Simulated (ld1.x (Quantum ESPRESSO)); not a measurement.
## phosphorus, TM: configuration errors across variants

ld1.x (Quantum ESPRESSO) 7.5 input, shortened:

```
&input
   title='P', zed=15., rel=0, dft='PBESOL', iswitch=3,
   config='[Ne] 3s1.75 3p3.25 3d-2'
 /
 &inputp
   pseudotype=2, tm=.true., lloc=-1, rcloc=1.30,
   nlcc=.false.
 /
3
3S  1  0   1.75   0.00  1.30  1.30  0.0
3P  2  1   3.25   0.00  1.70  1.70  0.0
3D  3  2  -2.00   0.15  1.65  1.65  0.0
 &test
   configts(1)='3s1.75 3p3.25'
 /
```

All-electron excitation energies from the reference (eV): (1) 3s2 3p3 -2.093; (2) 3s2 3p2 7.618; (3) 3s2 3p1 26.741; (4) 3s1 3p3 16.618; (5) 3s0 3p5 14.881; (6) 3s2 3p3.3 -3.395; (7) 3s1 3p0 108.246.

4 further variants failed, have other tests or another functional or relativity, and are left out.

Errors AE − PS in meV (a dash: test not solved or not reliable):

```csv
change,(1),(2),(3),(4),(5),(6),(7),bound ghosts
base,+0.2,+4.7,+34,+8.1,+12,+0.4,+295,none
wave 3d channel at 0.15 Ry: rc 1.65 bohr becomes 3d channel at 0.3 Ry: rc 1.65 bohr,+0.2,+4.7,+34,+8.1,+12,+0.4,+295,none
wave 3s (bound): rc 1.30 bohr becomes 3s (bound): rc 2.00 bohr,0.0,+6.2,+44,+4.7,+8.8,+0.2,+316,none
core correction a·sin(br)/r model core inside 1.24 bohr,-0.1,+3.5,+26,+4.0,-7.1,+0.2,+155,none
```

(1) Give the same row for: local potential all-electron potential smoothed inside 1.50 bohr (lloc = -1).

Results:

(1) +0.2, +4.4, +32, +7.9, +12, +0.4, +285; bound ghosts: none.
